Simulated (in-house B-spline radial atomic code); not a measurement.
Ionising Ta²⁺ with different functionals

Computed with an all-electron radial atomic-structure program (B-spline basis): scalar-relativistic (spin-free X2C) Hamiltonian, Fermi nucleus of rms radius 5.3507 fm, spin-polarised at highest spin, spherical fractional occupations for the functionals, and exact exchange of hybrids averaged over the configuration. The ionisation energy is the difference of two self-consistent energies, [Xe] 4f14 5d3 → [Xe] 4f14 5d2, without Breit or QED terms; ε is the level of the shell that loses the electron (its least bound occupied spin orbital). There is no spin-orbit coupling in this Hamiltonian.

```tsv
method	rung	ΔSCF (eV)	-ε(5d) (eV)
PBE0	global hybrid	24.29	20.50
B3LYP	global hybrid	24.30	20.18
TPSSh	global hybrid	24.23	19.58
M06-2X	global hybrid	24.06	21.94
BHandHLYP	global hybrid	24.01	21.63
r2SCAN0	global hybrid	24.31	20.55
B97-1	global hybrid	24.04	20.02
HSE06	range-separated hybrid	24.28	20.08
wB97X	range-separated hybrid	23.80	22.57
CAM-B3LYP	range-separated hybrid	24.22	21.83
LC-wPBE	range-separated hybrid	24.17	23.25
```

Problem. Among the functionals, which spreads more, the ΔSCF values or the orbital energies?

Solution. The orbital energies: ΔSCF values span about 0.51 eV and the orbital energies 3.67 eV; here energy differences depend much less on the functional than eigenvalues do.

Problem. How do they compare with the NIST value?

Solution. NIST lists 23 eV ± 1.6 (tabulated theory, ground level to ground level). Errors run from +0.70 to +1.21 eV; all lie within about twice that uncertainty, so the table can't rank the methods.
